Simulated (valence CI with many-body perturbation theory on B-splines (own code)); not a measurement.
**Energy levels of Pd XL**

Calculated by configuration interaction combined with many-body perturbation theory (CI+MBPT): five valence electrons over a frozen Dirac-Fock core [He], radial functions for each j: 11 s, 11 p, 10 d, 8 f, 5 g, 2 h, with the one-electron correlation potential Σ1, the two-electron term Σ2, the three-electron term Σ3, Breit, model QED; selected CI, second order for the rest, scaled by the run's own slope (own B-spline code, finite nucleus).

The last digits are not significant, and no measured levels were compared; by estimate large intervals hold to a few tenths of a per cent, small ones and those within an open d or f shell to about a per cent. Among the levels kept, up to 7100 cm⁻¹ of a level comes from second order outside the variational space, and about a tenth of that is noise between levels of different J, which matters for small intervals.

Levels 1 to 45 of 205, with energies above the lowest level, (2s^2 2p1/2^2 2p3/2) J=3/2. "Leading %" is the weight of the configuration and term that name the level; weights of strongly mixed levels are sums over their largest components and can fall short. In the jj column 3d3/2^4 stands for four electrons in 3d with j = 3/2. Lifetimes count E1, E2, E3, M1 and M2 decay at the calculated energies, and are blank where another channel may lead or the interval is too uncertain; long ones can be off by a factor of two.

| No. | Configuration | Term | J | E (× 10³ cm⁻¹) | Leading % | Lifetime | Leading jj | g |
| --- | --- | --- | --- | --- | --- | --- | --- | --- |
| 1 | 2s²2p³ | ²P° | 3/2 | 0.00 | 44 |  | 2s^2 2p1/2^2 2p3/2 (99 %) | 1.402 |
| 2 | 2s²2p³ | ⁴S° | 3/2 | 1226.6 | 52 | 26.5 ns | 2s^2 2p1/2 2p3/2^2 (99 %) | 1.424 |
| 3 | 2s²2p³ | ²D° | 5/2 | 1367.2 | 100 | 150 ns | 2s^2 2p1/2 2p3/2^2 (100 %) | 1.186 |
| 4 | 2s²2p³ | ²P° | 1/2 | 1562.6 | 99 | 33.5 ns | 2s^2 2p1/2 2p3/2^2 (99 %) | 0.648 |
| 5 | 2s2p⁴ | ⁴P | 5/2 | 2638.3 | 80 | 12.2 ps | 2s 2p1/2^2 2p3/2^2 (98 %) | 1.505 |
| 6 | 2s²2p³ | ²P° | 3/2 | 2795.9 | 55 | 12.2 ns | 2s^2 2p3/2^3 (98 %) | 1.271 |
| 7 | 2s2p⁴ | ²S | 1/2 | 3074.2 | 54 | 3.31 ps | 2s 2p1/2^2 2p3/2^2 (95 %) | 2.195 |
| 8 | 2s2p⁴ | ²D | 3/2 | 3084.7 | 35 | 2.10 ps | 2s 2p1/2^2 2p3/2^2 (93 %) | 1.252 |
| 9 | 2s2p⁴ | ⁴P | 3/2 | 4021.4 | 69 | 3.61 ps | 2s 2p1/2 2p3/2^3 (95 %) | 1.480 |
| 10 | 2s2p⁴ | ²D | 5/2 | 4238.0 | 79 | 3.82 ps | 2s 2p1/2 2p3/2^3 (98 %) | 1.269 |
| 11 | 2s2p⁴ | ²P | 1/2 | 4459.5 | 56 | 1.45 ps | 2s 2p1/2 2p3/2^3 (91 %) | 1.473 |
| 12 | 2s2p⁴ | ²P | 3/2 | 4555.5 | 56 | 1.36 ps | 2s 2p1/2 2p3/2^3 (98 %) | 1.096 |
| 13 | 2s2p⁴ | ²P | 1/2 | 5832.1 | 39 | 1.52 ps | 2s 2p3/2^4 (94 %) | 1.628 |
| 14 | 2p⁵ | ²P° | 3/2 | 6120.8 | 99 | 1.31 ps | 2p1/2^2 2p3/2^3 (99 %) | 1.321 |
| 15 | 2p⁵ | ²P° | 1/2 | 7482.8 | 99 | 1.00 ps | 2p1/2 2p3/2^4 (99 %) | 0.648 |
| 16 | 2s²2p²3s | ⁴P | 1/2 | 26120 | 51 | 42.5 fs | 2s^2 2p1/2^2 3s (98 %) | 2.039 |
| 17 | 2s²2p²3p | ⁴D° | 1/2 | 26547 | 41 | 4.17 ps | 2s^2 2p1/2^2 3p1/2 (98 %) | 0.661 |
| 18 | 2s²2p²3p | ²P° | 3/2 | 26996 | 28 | 3.45 ps | 2s^2 2p1/2^2 3p3/2 (98 %) | 1.336 |
| 19 | 2s²2p²3s | ⁴P | 3/2 | 27374 | 87 | 48.2 fs | 2s^2 2p1/2 2p3/2 3s (97 %) | 1.662 |
| 20 | 2s²2p²3s | ²P | 1/2 | 27423 | 68 | 27.4 fs | 2s^2 2p1/2 2p3/2 3s (99 %) | 1.289 |
| 21 | 2s²2p²3d | ⁴F | 3/2 | 27431 | 36 | 33.1 fs | 2s^2 2p1/2^2 3d3/2 (97 %) | 0.795 |
| 22 | 2s²2p²3s | ²D | 5/2 | 27483 | 55 | 22.3 fs | 2s^2 2p1/2 2p3/2 3s (93 %) | 1.345 |
| 23 | 2s²2p²3s | ²D | 3/2 | 27523 | 60 | 28.6 fs | 2s^2 2p1/2 2p3/2 3s (99 %) | 1.001 |
| 24 | 2s²2p²3d | ²D | 5/2 | 27603 | 29 | 7.36 fs | 2s^2 2p1/2^2 3d5/2 (92 %) | 1.206 |
| 25 | 2s²2p²3p | ⁴P° | 1/2 | 27799 | 44 | 5.03 ps | 2s^2 2p1/2 2p3/2 3p1/2 (99 %) | 1.696 |
| 26 | 2s²2p²3p | ⁴D° | 3/2 | 27840 | 55 | 5.78 ps | 2s^2 2p1/2 2p3/2 3p1/2 (99 %) | 1.148 |
| 27 | 2s²2p²3p | ²F° | 5/2 | 27923 | 42 | 4.35 ps | 2s^2 2p1/2 2p3/2 3p1/2 (98 %) | 1.102 |
| 28 | 2s²2p²3p | ²P° | 3/2 | 28077 | 38 | 946 fs | 2s^2 2p1/2 2p3/2 3p1/2 (96 %) | 1.378 |
| 29 | 2s²2p²3p | ⁴D° | 5/2 | 28195 | 51 | 1.91 ps | 2s^2 2p1/2 2p3/2 3p3/2 (95 %) | 1.428 |
| 30 | 2s²2p²3p | ⁴P° | 1/2 | 28229 | 37 | 3.45 ps | 2s^2 2p1/2 2p3/2 3p3/2 (98 %) | 1.691 |
| 31 | 2s²2p²3p | ²D° | 3/2 | 28270 | 50 | 3.07 ps | 2s^2 2p1/2 2p3/2 3p3/2 (98 %) | 1.195 |
| 32 | 2s²2p²3p | ²F° | 7/2 | 28318 | 58 | 5.04 ps | 2s^2 2p1/2 2p3/2 3p3/2 (99 %) | 1.252 |
| 33 | 2s²2p²3p | ²P° | 3/2 | 28360 | 41 | 414 fs | 2s^2 2p1/2 2p3/2 3p3/2 (92 %) | 1.375 |
| 34 | 2s²2p²3p | ²D° | 5/2 | 28429 | 53 | 760 fs | 2s^2 2p1/2 2p3/2 3p3/2 (92 %) | 1.201 |
| 35 | 2s²2p²3p | ²P° | 1/2 | 28520 | 83 | 609 fs | 2s^2 2p1/2 2p3/2 3p3/2 (96 %) | 0.678 |
| 36 | 2s2p³3s | ⁶S° | 5/2 | 28590 | 43 | 122 fs | 2s 2p1/2^2 2p3/2 3s (83 %) | 1.700 |
| 37 | 2s²2p²3d | ⁴F | 3/2 | 28692 | 42 | 16.4 fs | 2s^2 2p1/2 2p3/2 3d3/2 (97 %) | 0.936 |
| 38 | 2s²2p²3d | ⁴F | 5/2 | 28707 | 55 | 36.6 fs | 2s^2 2p1/2 2p3/2 3d3/2 (96 %) | 0.978 |
| 39 | 2s²2p²3d | ⁴D | 1/2 | 28715 | 80 | 32.9 fs | 2s^2 2p1/2 2p3/2 3d3/2 (99 %) | 0.226 |
| 40 | 2s2p³3s | ⁴S° | 3/2 | 28728 | 38 | 34.7 fs | 2s 2p1/2^2 2p3/2 3s (89 %) | 1.572 |
| 41 | 2s²2p²3d | ⁴F | 7/2 | 28780 | 66 | 195 fs | 2s^2 2p1/2 2p3/2 3d5/2 (70 %) | 1.207 |
| 42 | 2s²2p²3d | ²F | 7/2 | 28804 | 42 | 1.11 ps | 2s^2 2p1/2 2p3/2 3d3/2 (61 %) | 1.172 |
| 43 | 2s²2p²3s | ⁴P | 5/2 | 28815 | 32 | 7.73 fs | 2s^2 2p3/2^2 3s (56 %) | 1.368 |
| 44 | 2s²2p²3s | ⁴P | 5/2 | 28846 | 22 | 7.94 fs | 2s^2 2p3/2^2 3s (35 %) | 1.249 |
| 45 | 2s²2p²3d | ⁴D | 3/2 | 28851 | 34 | 9.08 fs | 2s^2 2p1/2 2p3/2 3d5/2 (62 %) | 1.139 |

The ionisation energy to 2s²2p² ³P0 of the next ion comes out as 5879.1 eV (NIST: 5880 ± 40 eV (semi-empirical)). All 205 levels together are meant to be complete up to 32646 × 10³ cm⁻¹.
